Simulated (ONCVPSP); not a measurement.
vanadium (V) ONCV: all-electron and pseudo phase curves

```
Element                 : V (Z = 23)
Generator               : ONCVPSP 4.0.1
Type                    : optimised norm-conserving Vanderbilt (ONCV)
Functional              : PBE
Relativity              : scalar-relativistic
Frozen core             : [Ar]
Valence charge          : 5
Reference configuration : 3d3 4s2
Partial waves           : 4s: rc 2.70 bohr, ncon 5, nbas 7, qcut 2.8 1/bohr, 3 projectors, debl 3.1 Ha; p scattering state at 0.4 Ha: rc 2.40 bohr, ncon 4, nbas 7, qcut 3.1 1/bohr, 2 projectors, debl 1.3 Ha; 3d: rc 2.15 bohr, ncon 4, nbas 9, qcut 7.1 1/bohr, 2 projectors, debl 0.7 Ha
Local potential         : polynomial inside 1.75 bohr (lpopt 4, dvloc0 0 Ha)
Core correction         : none
```

The phase is arctan(r·R′/R) of the radial function R(r), unwrapped; energies in Ha, scanned from -2 to 5 Ha. A pole is an energy at which the radial function vanishes at the test radius. The pseudo phase is shifted by a multiple of π to meet the all-electron one at the reference energy, and phase errors are pseudo minus all-electron; the curves can meet again beyond the range given. Levels narrower than the energy grid can be missing from the lists of poles.

```csv
channel,radius (bohr),reference energy (Ha),"poles, all-electron","poles, pseudo",unbroken range about the reference energy with phases within 0.05 rad,phase error 1 Ha above the reference energy (rad)
s,2.74,-0.17,"0.83, 4.69","0.83, 4.68",the whole range,-0.001
p,2.44,0.40,"-1.58, 1.88","1.88, 3.46",-1.1 to 2.6,-0.000
d,2.18,-0.19,"0.04, 3.45","0.04, 3.60",below 4.5,+0.000
```

Phases in the d channel:

```csv
E (Ha),all-electron,pseudo
-1.98,1.272,1.272
-1.80,1.252,1.252
-1.62,1.227,1.228
-1.44,1.196,1.197
-1.26,1.156,1.156
-1.08,1.098,1.099
-0.90,1.010,1.011
-0.72,0.854,0.854
-0.54,0.501,0.502
-0.36,-0.378,-0.378
-0.18,-1.190,-1.190
0.00,-1.520,-1.520
0.18,-1.695,-1.695
0.36,-1.828,-1.828
0.54,-1.964,-1.964
0.72,-2.138,-2.138
0.90,-2.404,-2.403
1.08,-2.837,-2.834
1.26,-3.404,-3.397
1.44,-3.859,-3.851
1.62,-4.132,-4.125
1.80,-4.295,-4.288
1.98,-4.400,-4.393
2.16,-4.474,-4.466
2.34,-4.529,-4.521
2.52,-4.571,-4.563
2.70,-4.607,-4.598
2.88,-4.636,-4.626
3.06,-4.663,-4.651
3.24,-4.686,-4.673
3.42,-4.709,-4.693
3.60,-4.730,-4.712
3.78,-4.752,-4.730
3.96,-4.774,-4.747
4.14,-4.797,-4.764
4.32,-4.823,-4.782
4.50,-4.853,-4.801
4.68,-4.890,-4.821
4.86,-4.937,-4.842
```
